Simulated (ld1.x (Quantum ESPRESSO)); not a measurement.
gold: one change to a TM potential, before and after

```json
{
  "Element": "Au",
  "Generator": "ld1.x (Quantum ESPRESSO) 7.5",
  "Type": "norm-conserving Troullier–Martins (Kleinman–Bylander form)",
  "Functional": "LDA (PZ)",
  "Relativity": "scalar-relativistic",
  "Frozen core": "[Xe] 4f14",
  "Valence charge": "11",
  "Reference configuration": "5d10 6s0.5 6p0.5",
  "Partial waves": "6p (bound): rc 3.20 bohr; 5d (bound): rc 1.30 bohr; 6s (bound): rc 2.10 bohr",
  "Local potential": "the s channel",
  "Core correction": "Bessel-smoothed model core, default radius (core density twice the valence density)"
}
```

Change: wave 6s (bound): rc 2.10 bohr becomes 6s (bound): rc 1.54 bohr.

Cutoffs: the cutoffs (Ry, on a coarse ladder) from which the occupation-weighted sum of valence levels, in a spherical-Bessel basis at the reference potential, stays within 10 and 1 mRy of its value at 400 Ry; they do not see the model core or the augmentation charge, which bear on the density cutoff. Errors are all-electron minus pseudo energies relative to the spin-unpolarised reference configuration.

Q: Predict the effect on cutoff, ghosts and configuration errors.

A: The potential gets neither clearly harder nor softer (70 Ry and 90 Ry → 70 Ry and 100 Ry); of the 9 tests that both files solve, the error grows in 1 and shrinks in 5 by more than 15 % and 0.3 meV (median size 9.7 → 4.6 meV); the range in which the s phases agree narrows (upper end 1.3 → 0.0); neither file shows a bound ghost at the reference potential, the only one tested.

```tsv
quantity	base	changed
cutoff, loose	70 Ry	70 Ry
cutoff, tight	90 Ry	100 Ry
loose cutoff by channel (10 mRy a level)	p 6 Ry, d 35 Ry, s 8 Ry	p 6 Ry, d 35 Ry, s 60 Ry
bound ghosts	none	none
error for 5d10 6s1 6p0, meV [ΔE -2.64 eV]	+0.1	+0.2
error for 5d10 6s0 6p0, meV [ΔE 7.13 eV]	-9.7	-7.4
error for 5d9 6s0 6p0, meV [ΔE 28.63 eV]	-66	-52
error for 5d9 6s2 6p0, meV [ΔE -1.04 eV]	-74	-31
error for 5d9 6s1 6p0, meV [ΔE 9.73 eV]	-53	+4.6
error for 5d10 6s0.5 6p0, meV [ΔE 1.31 eV]	-1.5	-1.6
error for 5d7 6s0 6p0, meV [ΔE 110.80 eV]	-983	-810
error for 5d10 6s0.5 6p0.5 (spin-polarised), meV [ΔE -0.11 eV]	0.0	+0.3
error for 5d10 6s1 6p0 (spin-polarised), meV [ΔE -2.77 eV]	-0.1	+1.1
s: phases at 3.49 bohr within 0.05 rad from the reference energy up to (Ry; the scan ends near 5)	1.3	0.0
p: phases at 3.49 bohr within 0.05 rad from the reference energy up to (Ry; the scan ends near 5)	2.0	2.3
d: phases at 3.49 bohr within 0.05 rad from the reference energy up to (Ry; the scan ends near 5)	0.7	0.8
```

Changed file: These tests converged, but a pseudo level misses the all-electron one widely, so the file describes the atom poorly there or has found another state: 5d7 6s0 6p0: empty 6s by 7.5 eV (a node warning on the way).
